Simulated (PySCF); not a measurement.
SnBr at PBE0

Computed with PBE0; basis Sn cc-pVTZ-PP with ECP28, Br cc-pVTZ-PP with ECP10; scalar-relativistic core potentials; PySCF 2.14.

```json
{
 "state": "²Π (doublet), unpaired electrons π ↑",
 "bond length": "2.520 Å",
 "harmonic wavenumber": "245 cm⁻¹",
 "force constant": "1.68 mdyn/Å",
 "rotational constant Be": "0.05576 cm⁻¹",
 "anharmonicity ωexe": "0.542 cm⁻¹",
 "vibration–rotation constant αe": "0.000176 cm⁻¹",
 "well depth De to Sn + Br": "3.52 eV",
 "dissociation energy D0": "3.50 eV",
 "bond order (Mayer)": "1.13",
 "dipole moment (positive dipole means Sn(−)Br(+))": "-2.44 D"
}
```

Spin–orbit coupling is left out, which matters for elements this heavy, above all for dissociation energies. The state is the lowest determinant that a PBE0 search found; another state may lie lower at other levels.
